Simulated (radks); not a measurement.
Results of a calculation; reference values are marked as such.
Question: Ionisation of Ca, [Ar] 4s2, to Ca+, [Ar] 4s1, under several functionals. Dirac Kohn-Sham, spin-unpolarised, spherical densities, finite nucleus; a radial shooting solver on a logarithmic mesh with Libxc functionals. The NIST Atomic Spectra Database gives 6.113 eV (measured). Rank these functionals by the error of their Delta-SCF ionisation energy: LDA (Slater exchange, VWN5 correlation); PW91; B86b exchange with PBE correlation; HCTH/407; LDA (Slater exchange, Perdew-Wang correlation); exchange-only PBE; exchange-only LDA; AM05.

Answer: From best to worst: AM05 6.254 eV (+0.141); HCTH/407 6.291 eV (+0.178); B86b exchange with PBE correlation 6.334 eV (+0.221); PW91 6.341 eV (+0.227); LDA (Slater exchange, VWN5 correlation) 6.456 eV (+0.343); LDA (Slater exchange, Perdew-Wang correlation) 6.458 eV (+0.345); exchange-only PBE 5.732 eV (-0.381); exchange-only LDA 5.592 eV (-0.521). Spin polarisation and multiplet splitting are left out, so open shells lie too high by an amount that depends on their filling.

Beside tabulated values, note that spin-unpolarised runs miss the spin-polarisation part of the exchange energy of open shells.
